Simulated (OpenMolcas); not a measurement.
## C2H6AlCl (dimethylaluminum chloride): methods side by side

The species is C2H6AlCl (10 atoms), meant as a singlet with charge 0. As SMILES, `[CH3][Al]([CH3])[Cl]`. The shape is that of a PBE0-D4/def2-TZVP optimisation.

```jsonl
{"atom": "C", "x (Å)": "-0.5177", "y (Å)": "1.3582", "z (Å)": "-0.9892"}
{"atom": "Al", "x (Å)": "-0.2523", "y (Å)": "-0.4466", "z (Å)": "-0.3224"}
{"atom": "C", "x (Å)": "0.7422", "y (Å)": "-0.9322", "z (Å)": "1.2735"}
{"atom": "Cl", "x (Å)": "-1.1123", "y (Å)": "-2.0382", "z (Å)": "-1.4154"}
{"atom": "H", "x (Å)": "-1.1214", "y (Å)": "1.3838", "z (Å)": "-1.8983"}
{"atom": "H", "x (Å)": "-1.0102", "y (Å)": "1.9814", "z (Å)": "-0.2354"}
{"atom": "H", "x (Å)": "0.4438", "y (Å)": "1.8356", "z (Å)": "-1.2060"}
{"atom": "H", "x (Å)": "0.1024", "y (Å)": "-1.4712", "z (Å)": "1.9793"}
{"atom": "H", "x (Å)": "1.1587", "y (Å)": "-0.0633", "z (Å)": "1.7888"}
{"atom": "H", "x (Å)": "1.5669", "y (Å)": "-1.6075", "z (Å)": "1.0252"}
```

Quantity: the energy change with the Al2–Cl4 bond stretched from 2.114 to 2.748 Å, in eV. The values are calculated.

| level | kind | program | value (eV) | less CCSD(T)/cc-pVDZ | CPU time (all runs) |
| --- | --- | --- | --- | --- | --- |
| HF/cc-pVDZ (restricted) | Hartree–Fock | OpenMolcas | 1.27 | -0.02 | 18 s |
| BLYP/cc-pVDZ (restricted) | GGA | OpenMolcas | 1.02 | -0.27 | 80 s |
| M06-L/cc-pVDZ (restricted) | meta-GGA | OpenMolcas | 1.25 | -0.04 | 1.8 min |
| r2SCAN/cc-pVDZ (restricted) | meta-GGA | OpenMolcas | 1.22 | -0.07 | 1.8 min |
| BHLYP/cc-pVDZ (restricted) | global hybrid | OpenMolcas | 1.29 | 0.00 | 68 s |
| PBE0/cc-pVDZ (restricted) | global hybrid | OpenMolcas | 1.24 | -0.05 | 71 s |
| MP2/cc-pVDZ (restricted) | perturbation theory | OpenMolcas | 1.32 | +0.03 | 18 s |
| CCSD(T)/cc-pVDZ (restricted) | coupled cluster or CI | OpenMolcas | 1.29 | 0.00 | 2.1 min |

Differences are taken from CCSD(T)/cc-pVDZ (restricted) for orientation; it has basis-set and higher-order errors of its own. The first shape isn't each level's own minimum. The values span 1.02 to 1.32 eV. Times are those of the runs behind each value, whatever else they computed, on shared processors of several kinds: orders of magnitude only.
